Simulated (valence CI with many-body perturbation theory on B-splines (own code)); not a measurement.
# Ho²⁸⁺ in brief

Level of theory: configuration interaction combined with many-body perturbation theory (CI+MBPT): three valence electrons over a frozen Dirac-Fock core [Kr], radial functions for each j: 7 s, 7 p, 8 d, 6 f, 4 g, 1 h, with the one-electron correlation potential Σ1 (screened to all orders), the two-electron term Σ2, the three-electron term Σ3, Breit, model QED; selected single and double excitations, second order for the rest, scaled by the run's own slope (own B-spline code, finite nucleus).

No measured spectrum was set against this ion. As an estimate, large intervals hold to a few tenths of a per cent, small ones and those within an open d or f shell to about a per cent. The list stops below the first excitations out of the core.

Levels are named by their leading jj configuration (3d3/2^4 stands for four electrons in 3d with j = 3/2), which in mixed levels can hold well under half, so a name can repeat and another be missing.

Rates and lifetimes use the calculated energies. Strong lines usually hold to 10 to 20 %, long lifetimes can be off by a factor of two.

(1) What is the ground level?

(2) Name the longest-lived excited levels whose lifetime is computed, and their main decay.

(3) What is the ionisation energy?

(4) How well does LS coupling describe the low levels?

## Answers

(1) (4d3/2^3) J=3/2, composition 58 % 4d³ ⁴F + 31 % 4d³ ²D + 7 % 4d³ ²P, g = 0.633.

(2) (4d3/2^2 4d5/2) J=9/2 at 91308 cm⁻¹ lives 952 ms, mostly by M1 to (4d3/2^2 4d5/2) J=7/2.

(3) 1030.8 eV; NIST lists 1029 ± 4 eV (theoretical).

(4) Among the lowest 19 levels the leading LS term, summed over configurations, holds 61 % on average. For single configurations the figures are 61 % in LS and 89 % in jj coupling. Terms mix most in the J = 3/2 level at 173400 cm⁻¹, where the leading one holds 41 %.
